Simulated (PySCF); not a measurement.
Radial density of Sb³⁺ (antimony, charge +3)

UHF, [Kr] 4d10 5s2, closed-shell 1S. Calculation: PySCF 2.14, in ANO-RCC-VTZP (7s6p4d2f1g, 68 functions); scalar relativity by spin-free X2C-1e.

```csv
r (bohr),4πr²ρ (e/bohr)
0.0244,64.04
0.0411,56.87
0.0692,78.03
0.116,74.80
0.196,61.89
0.329,57.92
0.554,21.33
0.931,21.51
1.57,4.877
2.63,0.7625
4.43,0.02416
7.45,0.0002591
```

Densities and radii are taken from the X2C orbitals without a picture-change correction, which distorts them close to the nucleus.
